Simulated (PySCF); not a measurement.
C6H7ClO (charge +1 and doublet state).
Structure used (GFN2-xTB), in Å, numbered top down from 1:
```xyz
15
C6H7ClO angstrom
O      0.979    1.739    1.095
C      0.086    1.869    0.340
C     -0.791    0.657   -0.151
C     -0.046    0.156   -1.316
C      0.722   -0.922   -0.959
Cl     1.748   -1.762   -1.983
C      0.530   -1.264    0.474
C     -0.716   -0.476    0.875
H     -0.225    2.819   -0.118
H     -1.787    1.046   -0.364
H     -0.073    0.616   -2.289
H      1.402   -0.919    1.047
H      0.457   -2.337    0.657
H     -1.609   -1.096    0.768
H     -0.681   -0.119    1.903
```

The hyperfine couplings belong to this conformer and change with its torsions.

The species is `O=C[C@H]1[CH+][C](Cl)CC1` [radical] (charge +1).

Computed, not measured: PySCF 2.14.0, UKS B3LYP, pcH-1 on C Cl H O, non-relativistic, mean-field spin-orbit, GIAO. Isolated species at its GFN2-xTB geometry (one conformer only). The geometry wasn't refined by DFT: couplings that depend on bond lengths, twists or pyramidal angles can differ widely from those at the functional's own minimum, by a factor of two or more for some ions and for spin on atoms past the first row. No stability test was run, so a lower SCF solution isn't excluded.

The Mulliken spin populations are largest on C4 (+0.30), O1 (+0.21), C5 (+0.18) and Cl6 (+0.13). Three atoms exceed +0.15.

Problem. McConnell's relation a(H) = Q·ρ ties the coupling of a proton on a planar π carbon to the spin population of that carbon. What Q do the computed values give?

Solution. 
```json
{"H": "H11", "C": "C4", "ρ(C)": "+0.305", "a(H) (G)": "-7.29", "a/ρ (G)": "-23.9"}
```

One proton gives one ratio, Q = -23.9 G, and no test of linearity. In every row coupling and population have opposite signs.

Couplings in gauss use g_iso = 2.0083.

The SMILES draws the unpaired electron on C5; the largest computed Mulliken spin population is on C4 (0.30 against 0.18).
